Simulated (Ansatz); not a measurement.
```yaml
crystal:
  periodic: [false, false, false]
  atoms:
    - {symbol: C, position_ang: [-1.434966, -0.556608, -0.044573]}
    - {symbol: Mo, position_ang: [0.333031, 0.482021, -0.487825]}
    - {symbol: N, position_ang: [1.591788, 0.009327, 0.860051]}
    - {symbol: S, position_ang: [0.905861, -0.182155, -2.395998]}
    - {symbol: D, position_ang: [-0.186302, 2.516059, -0.429814]}
    - {symbol: H, position_ang: [-1.785381, -0.254039, 0.945304]}
    - {symbol: H, position_ang: [-1.228580, -1.629661, -0.057123]}
    - {symbol: H, position_ang: [-2.199011, -0.323737, -0.788529]}
    - {symbol: H, position_ang: [1.783657, 0.585378, 1.668214]}
    - {symbol: H, position_ang: [2.303000, -0.697684, 0.733194]}
basis:
  gaussian: {orbitals: def2-mTZVP}
hamiltonian: {xc: {name: revPBE}}
accuracy: high
scf: {lower_state_search: full}
output: {forces: true}
```

```sh
$ ansatz run in.yaml --threads 4 --pin off --events-out ev --progress --plain --max-ram 10444MiB
```

(1) How does Ansatz answer? (Best estimate.)

## Answers

(1) The calculation gave: The input was rejected before any iteration.
```
Error: YAML parse error: error: line 8 column 16: `D` is not an element symbol (H … Og, case-exact)
 6 |     - {symbol: N, position_ang: [1.591788, 0.009327, 0.860051]}
 7 |     - {symbol: S, position_ang: [0.905861, -0.182155, -2.395998]}
 8 |     - {symbol: D, position_ang: [-0.186302, 2.516059, -0.429814]}
 9 |     - {symbol: H, position_ang: [-1.785381, -0.254039, 0.945304]}
10 |     - {symbol: H, position_ang: [-1.228580, -1.629661, -0.057123]}
```
